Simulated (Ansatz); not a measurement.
`C[S][Al]([F])[F]` → `[CH2]` (triplet) + `[F][Al]([F])[SH]` at 500 K and 1 bar (formal loss of a carbene).

Gas-phase electronic energies from Ansatz, PBE0-D4/def2-TZVP geometries. CCSD(T)/CBS adds triple-zeta CCSD(T) − MP2 to the extrapolated MP2 energy (def2 sets, frozen cores). This one scheme is used for every species. Triplets are unrestricted, without spin–orbit coupling. One conformer a species, not always the lowest.

| species | CCSD(T)/CBS energy (Eh) | H − E (kJ/mol) | S (J/(mol·K)) |
| --- | --- | --- | --- |
| `C[S][Al]([F])[F]` | -879.43566 | 161.0 | 418.0 |
| `[CH2]` (triplet) | -39.09499 | 62.7 | 213.9 |
| `[F][Al]([F])[SH]` | -840.18239 | 72.6 | 357.9 |

H − E and S are ideal-gas, rigid-rotor, harmonic terms from PBE0-D4/def2-TZVP, for one conformer and one mirror image of each species, with the whole ground term of open shells counted as degenerate. 1 Eh = 2625.50 kJ/mol, R = 8.31446 J/(mol·K).

**Question.** By hand: ΔE, ΔH, ΔS and ΔG.

**Answer.** ΔE = (-39.09499) + (-840.18239) − (-879.43566) = 0.15828 Eh = 415.6 kJ/mol. Δ(H − E) = 62.7 + 72.6 − 161.0 = -25.7, so ΔH = 389.9 kJ/mol. ΔS = 213.9 + 357.9 − 418.0 = 153.8 J/(mol·K). ΔG = 389.9 − 500 × (153.8)/1000 = 313.0 kJ/mol.

**Question.** By hand: the equilibrium constant, and the temperature at which ΔG would vanish if ΔH and ΔS stayed fixed.

**Answer.** log₁₀ K = −ΔG/(RT ln 10) = -32.7. ΔG = 0 at ΔH/ΔS = 2535 K, far beyond where these terms or the molecules hold.

The number of gas molecules changes by +1, which sets the sign of ΔS. A doubt of 5 kJ/mol in ΔE shifts log₁₀ K by 0.5 here. Other conformers and mirror images would add mixing entropy, several J/(mol·K) or more a flexible species. Modes under 60 cm⁻¹, often nearly free rotors, make the harmonic entropy too high. A triplet takes part, so the spin changes. These are equilibria of isolated gas molecules and say nothing of rates. Largest T1 diagnostic: 0.012 (customary marks: 0.02 for closed shells, 0.045 for open ones).
